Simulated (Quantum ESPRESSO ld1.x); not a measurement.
Task: The table gives one normalised radial function P(r) = r R(r) (large component) of Sb5+ in [Kr] 4d10 (r in bohr). Calculated with ld1.x of Quantum ESPRESSO 7.5: Dirac Kohn-Sham, BLYP, spin-unpolarised, spherical densities, point nucleus.

r           P
0.001302   0.0000
0.001492   0.0000
0.001723   0.0000
0.001974   0.0000
0.002279   0.0000
0.002612   0.0000
0.003016   0.0000
0.003455   0.0001
0.003991   0.0001
0.004572   0.0001
0.00528    0.0002
0.006049   0.0003
0.006986   0.0005
0.008004   0.0007
0.009244   0.0011
0.01059    0.0017
0.01223    0.0025
0.01401    0.0036
0.01618    0.0053
0.01854    0.0077
0.02124    0.0110
0.02453    0.0160
0.0281     0.0227
0.03246    0.0325
0.03719    0.0452
0.04295    0.0634
0.0492     0.0862
0.05682    0.1175
0.0651     0.1551
0.07518    0.2042
0.08614    0.2594
0.09948    0.3259
0.114      0.3935
0.1316     0.4649
0.1508     0.5244
0.1742     0.5684
0.1995     0.5803
0.2304     0.5488
0.264      0.4674
0.3049     0.3211
0.3493     0.1287
0.4002    -0.1053
0.4622    -0.3767
0.5295    -0.6276
0.6115    -0.8554
0.7006    -1.0076
0.8091    -1.0830
0.927     -1.0703
1.071     -0.9800
1.227     -0.8426
1.416     -0.6680
1.623     -0.4992
1.874     -0.3374
2.147     -0.2136
2.48      -0.1185
2.841     -0.0604
3.281     -0.0255
3.759     -0.0096
4.341     -0.0028
4.974     -0.0007
5.744     -0.0001
6.581     0.0000

Which n and l does it have? It may be an empty orbital.

Result: n = 4, l = 2: the number of nodes gives n - l - 1 = 1, the rise at small r points to l (this Dirac orbital starts as r^gamma with gamma = sqrt((l + 1)^2 - (Z/c)^2) = 2.98; the j = 5/2 orbital of l + 1 starts with the same power, but with a smaller coefficient, and then steepens), and the extent must fit the shell. The curve is that of 4d5/2; the two j differ most near the nucleus, where j = l - 1/2 has the larger amplitude, and in heavy atoms j = l - 1/2 is also the more compact. 4d5/2: eigenvalue -88.937 eV, 1 radial node at r = 0.377 bohr, <r> = 1.01 bohr, 90 % of the charge inside 1.54 bohr.
